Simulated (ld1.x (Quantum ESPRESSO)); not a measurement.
## Transferability test, TM potential for lanthanum

| Quantity | Value |
| --- | --- |
| Element | La |
| Generator | ld1.x (Quantum ESPRESSO) 7.5 |
| Type | norm-conserving Troullier–Martins (Kleinman–Bylander form) |
| Functional | LDA (PZ) |
| Relativity | fully relativistic |
| Frozen core | [Kr] 4d10 |
| Valence charge | 11 |
| Reference configuration | 4f0 5s2 5p6 5d1 6s2 6p0 |
| Partial waves | 5s (bound): rc 1.65 bohr; 5p (bound): rc 2.50 bohr; 5d (bound): rc 2.80 bohr; 4f (bound, empty): rc 1.15 bohr |
| Local potential | all-electron potential smoothed inside 1.70 bohr (lloc = -2) |
| Core correction | none |

Open shells are filled in proportion to 2j + 1 (rel_dist='average').

Occupied shells without a wave of their own: 6s. They enter only through the test configuration that unscreens the potential.

Energies are relative to the spin-unpolarised reference configuration 4f0 5s2 5p6 5d1 6s2 6p0; without spin polarisation the order of configurations can differ from experiment. Not all tests gave a result: 1 of 7 tests not solved or not reliable. Left out of the table: 4f1 5s2 5p6 5d0 6s2 6p0 (solver errors, printed error -14.6 eV).

(1) Give the all-electron excitation energy and the error of the potential for: 4f0 5s2 5p6 5d1 6s1 6p0; 4f0 5s2 5p6 5d1 6s0 6p0; 4f0 5s2 5p6 5d0 6s0 6p0; 4f0 5s2 5p6 5d1.5 6s1.5 6p0; 4f1 5s2 5p6 5d1 6s0 6p0; 4f0 5s1 5p6 5d1 6s2 6p0.

A Bessel basis up to 400 Ry misses an occupied level by 0.08 Ry, so cutoffs and ghosts were not judged.

## Answers

(1)

```
      valence configuration  charge  ΔE all-electron (eV)  error AE − PS (meV)
    4f0 5s2 5p6 5d1 6s1 6p0      +1                 6.162                 -109
    4f0 5s2 5p6 5d1 6s0 6p0      +2                17.312                 -291
    4f0 5s2 5p6 5d0 6s0 6p0      +3                36.402                 -415
4f0 5s2 5p6 5d1.5 6s1.5 6p0       0                 0.362                  -37
    4f1 5s2 5p6 5d1 6s0 6p0      +1                 7.117                 +177
    4f0 5s1 5p6 5d1 6s2 6p0      +1                44.164                  +96
```

The 6s level has no wave, so the channel is fitted at the deeper level alone: the likely source of the large errors.
